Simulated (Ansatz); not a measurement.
`O=CB[SiH2]F`. Charge 0, multiplicity 1. Geometry: relaxed with PBE0-D4/def2-TZVP. It is one conformer, not always the lowest.

```xyz
9

O     0.899   -0.541   -1.750
C     1.522   -0.357   -0.709
B     0.459    0.629   -0.248
Si   -1.172    0.001    0.727
F    -1.059   -1.565    1.083
H     2.471   -0.863   -0.484
H     0.605    1.772   -0.566
H    -1.307    0.742    2.012
H    -2.417    0.183   -0.064
```

Task: What is the dipole moment at ωB97M-V/def2-TZVPP? (Estimate.)

Result: Computed: 2.25 D, with components (1.95, 0.95, 0.60) D in this frame, pointing from negative to positive charge.

Task: And with PBE, r2SCAN, B3LYP? (An estimate is asked.)

Result: The calculation gave: PBE 2.02 D, r2SCAN 2.11 D, B3LYP 2.22 D.

Task: Give the Mulliken charges with ωB97M-V, r2SCAN, B3LYP in def2-TZVPP. (Estimate.)

Result: The calculation gave: 
| atom | ωB97M-V | r2SCAN | B3LYP |
| --- | --- | --- | --- |
| O1 | -0.24 | -0.25 | -0.25 |
| C2 | 0.25 | 0.29 | 0.24 |
| B3 | -0.20 | -0.13 | -0.12 |
| Si4 | 0.41 | 0.53 | 0.48 |
| F5 | -0.33 | -0.34 | -0.34 |
| H6 | 0.12 | 0.08 | 0.12 |
| H7 | 0.09 | 0.02 | 0.05 |
| H8 | -0.05 | -0.10 | -0.10 |
| H9 | -0.04 | -0.09 | -0.08 |

B3LYP here is the variant with VWN-RPA as its local correlation; programs differ in this.
